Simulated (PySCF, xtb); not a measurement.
H2MgO2, SMILES [OH][Mg][OH].

GFN2-xTB (xtb) at its own geometry gives an orbital gap of 2.73 eV and a dipole moment of 0.02 D.

Geometry optimised at PBE-D3(BJ)/def2-TZVP. The values are those of a single conformer.

Q: What does HF/def2-TZVPD (PySCF) give? (The exact figures need the calculation; the answer reports its results.)

A: gap 12.77 eV (levels -12.12 and 0.64 eV), dipole 1.32 D.
